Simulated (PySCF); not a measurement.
Si(OH)3(SiMe3), SMILES C[Si](C)(C)[Si](O)(O)O, GFN2-xTB optimised geometry.

```
20

C      1.58     0.45     0.00
Si    -0.34     0.45     0.00
C     -0.90     2.28     0.00
C     -0.90    -0.31     1.67
Si    -1.19    -0.71    -1.80
O     -0.95    -2.32    -1.67
O     -0.50    -0.25    -3.21
O     -2.80    -0.48    -1.97
H      1.98    -0.56     0.00
H      1.98     0.95    -0.88
H      1.98     0.96     0.87
H     -1.98     2.37     0.09
H     -0.46     2.83     0.83
H     -0.61     2.79    -0.92
H     -0.53     0.26     2.51
H     -0.54    -1.33     1.78
H     -1.98    -0.34     1.74
H     -1.57    -2.83    -1.16
H      0.33    -0.64    -3.47
H     -3.11     0.29    -2.43
```

Density from PySCF with PBE0/def2-SVP at that geometry.

Minimum of the electron density along straight lines between bonded atoms, close to the bond critical point (lines longer than 1.1 times the sum of covalent radii, or with two minima, are not listed):

```csv
bond,length / Å,ρ at the minimum / e bohr⁻³,∇²ρ there / e bohr⁻⁵,position (fraction from the first atom)
C1–Si2,1.916,0.107,0.31,0.62
Si2–C3,1.916,0.107,0.31,0.38
Si2–C4,1.916,0.107,0.31,0.38
Si5–O6,1.633,0.129,1.06,0.41
Si5–O7,1.633,0.129,1.06,0.41
Si5–O8,1.633,0.129,1.06,0.41
C1–H9,1.086,0.271,-0.97,0.62
C1–H10,1.086,0.271,-0.96,0.62
C1–H11,1.086,0.271,-0.96,0.62
C3–H12,1.086,0.271,-0.96,0.62
C3–H13,1.086,0.271,-0.96,0.62
C3–H14,1.086,0.271,-0.97,0.62
C4–H15,1.086,0.271,-0.96,0.62
C4–H16,1.086,0.271,-0.96,0.62
C4–H17,1.086,0.271,-0.97,0.62
O6–H18,0.952,0.357,-2.49,0.82
O7–H19,0.952,0.357,-2.49,0.82
O8–H20,0.952,0.357,-2.49,0.82
```
